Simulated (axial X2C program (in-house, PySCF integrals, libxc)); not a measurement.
**Spectroscopic constants of PbBr⁺**

Calculated with an in-house all-electron X2C program for linear molecules (integrals from PySCF). Spin-free means the one-electron spin-free X2C Hamiltonian; two-component (2c) means X2C with spin–orbit coupling and atomic mean-field two-electron Coulomb and Gaunt terms, so the difference of the two also holds small scalar two-electron terms. Basis: Pb dyall-cv3z [12s14p10d7f1g], Br dyall-cv3z [8s9p6d4f1g] (cores contracted in-house); Gaussian nuclei, density fitting, unrestricted open shells. Masses: Pb 207.977 u, Br 78.918 u.

Input:
```json
{"zs": [82, 35], "q": 1, "bas": ["dyall-cv3z", "dyall-cv3z"], "levels": ["PBE0", "HF", "PBE"], "cc": true, "r0": 2.58, "thr": -1.0, "nmax": 90, "npts": 10, "nst": 2, "ntry": 6}
```
```bash
python so2c.py task.json out
```

Keys: zs atomic numbers; q charge; bas basis sets; levels methods; cc coupled cluster on or off; r0 starting distance in Å; thr threshold in hartree for freezing inner shells (an s shell follows its p shell); nmax most natural virtual spinors; npts points on the curve; nst determinants followed; ntry starts of the search. HF also brings MP2.

State, spin-free: M_S = 0, Λ = 0 (closed shell); electrons by block: σα: 22, σβ: 22, π+α: 12, π+β: 12, π-α: 12, π-β: 12, δ+α: 5, δ+β: 5, δ-α: 5, δ-β: 5, φ+α: 1, φ+β: 1, φ-α: 1, φ-β: 1. Fragments: Pb+ + Br.

State, 2c: Ω = 0 (closed shell); electrons by block: 1/2: 34, -1/2: 34, 3/2: 17, -3/2: 17, 5/2: 6, -5/2: 6, 7/2: 1, -7/2: 1. Fragments: Pb+ + Br.

```
Hamiltonian    level  Re (Å)  ωe (cm⁻¹)  ωexe (cm⁻¹)  αe (cm⁻¹)  De (eV)  μ (D)
  spin-free     PBE0   2.481      262.9        0.431   0.000113     3.67  -3.26
  spin-free       HF   2.489      265.1        0.411   0.000109     2.20  -4.08
  spin-free      MP2   2.495      264.6        0.411   0.000107     3.50    n/a
  spin-free     CCSD   2.497      262.4        0.425    0.00011     3.26    n/a
  spin-free  CCSD(T)   2.504      259.3        0.428   0.000111     3.41    n/a
  spin-free      PBE   2.507      250.7        0.447   0.000117     3.92  -2.97
         2c       HF   2.484      263.8        0.437   0.000113     1.03  -3.63
         2c     CCSD   2.497      258.3        0.485   0.000117     2.17    n/a
         2c  CCSD(T)   2.504      254.9        0.491   0.000119     2.32    n/a
         2c      PBE   2.510      244.5          0.5   0.000126     2.93  -2.64
```

Correlated methods: 10 electrons correlated (number of frozen shells: Pb 5 s, 4 p, 3 d, 1 f; Br 3 s, 2 p, 1 d), 278 virtual spin orbitals or spinors in MP2, 90 natural virtuals in coupled cluster.

Dipoles are positive if Br is the positive end and refer to the centre of mass.

Occupations by symmetry block were frozen at the best pattern of an incomplete PBE0 search. The closed shell is kept restricted, so the energy runs too high when the bond is stretched far. De is counted from the lowest determinant-based energies of the atoms at the same level, without counterpoise correction. Coupled cluster ran in a truncated set of natural virtual spinors; the MP2 energy of the rest was added. (T) has no such correction and the atoms are truncated less, which lowers De at CCSD(T) by a hundredth of an eV or more. The functionals have no current-density term, which raises determinants with orbital currents, atoms included. With the outer-core shells frozen, correlated bond lengths of heavy atoms tend to come out a few hundredths of an ångström too long.

No reliable constants came from MP2 (2c), PBE0 (2c): no minimum in range, unconverged points, a curve that is not smooth, a change of character along it, or the two Hamiltonians disagreeing along it.

Rough cost a point (2c) on 1 thread(s) of a shared host, integrals apart: HF 0.9 s, CCSD(T) 5 s, PBE 0.4 s.

The whole task took 3.2 min on 1 thread of Arm Neoverse V1, with other jobs on the host.
